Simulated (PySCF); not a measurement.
# Pb⁺ (lead, charge +1) across methods

[Xe] 4f14 5d10 6s2 7s1, 2S determinant (an excited configuration). Calculation: PySCF 2.14, in aug-cc-pVQZ-PP with ECP60MDF; a scalar-relativistic core potential.

```csv
method,E (hartree),mean ε 6s α (eV),mean ε 6s β (eV),mean ε 7s α (eV),Σ⟨r²⟩ (bohr²),⟨S²⟩
MN15,-191.9808,-24.469,-24.279,-6.663,73.29,0.750
PBE,-192.3939,-22.108,-22.016,-6.277,72.70,0.750
PBE0,-192.3603,-23.119,-22.993,-6.630,73.30,0.750
LDA,-192.0843,-22.559,-22.469,-6.245,72.55,0.750
UHF,-191.37681,-25.197,-24.935,-7.276,77.10,0.750
M06,-192.3972,-23.037,-23.019,-6.447,73.07,0.750
r2SCAN,-192.4419,-22.184,-22.253,-6.283,72.61,0.750
B97-3,-192.4058,-23.098,-23.012,-6.464,73.59,0.750
```

Energies and moments cover only the electrons outside the core potential. Spin-orbit coupling, which splits the p, d and f shells strongly at this Z, is absent. The outer electron is Rydberg-like, and this basis confines it to a smaller radius and binds it less than a complete one would.
